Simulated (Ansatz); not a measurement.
Molecule: phosphanylboronic acid, sum formula H4BPO2, charge 0, multiplicity 1. 
Geometry from a B3LYP-D3(BJ)/def2-TZVP (Ansatz, an electronic-structure program) optimisation:
SMILES: OB(O)P
```xyz
8

O     -0.9983     1.3381     0.3178
B     -0.4900     0.0832     0.1146
O     -1.3400    -0.9763     0.1824
P      1.3505    -0.2649    -0.4092
H     -0.3561     2.0512     0.2737
H     -2.2486    -0.7129     0.3768
H      1.9496     0.6882     0.4541
H      1.5537    -1.3628     0.4590
```

Property: vertical triplet-singlet gap (E(triplet) - E(singlet); each state is the SCF solution reached for its spin; for the triplet T1 is 0.049), in eV. Valence correlation only, unless marked. Open shells are spin-unrestricted. Spin-orbit coupling is left out. No relativistic terms. CBS(X,Y): correlation extrapolated as X^-3; Hartree-Fock from the larger set. [CCSD(T)-MP2]/basis is that difference in the basis named.

```csv
level,program,vertical triplet-singlet gap (eV)
r2SCAN/def2-TZVPD,Ansatz,5.18
```

Q: What does RI-MP2/CBS(aug-cc-pV(T+d)Z,aug-cc-pV(Q+d)Z)+[CCSD(T)-MP2]/aug-cc-pV(T+d)Z (Ansatz) give?

A: 5.64 eV, so r2SCAN/def2-TZVPD differs from it by -0.46 eV.
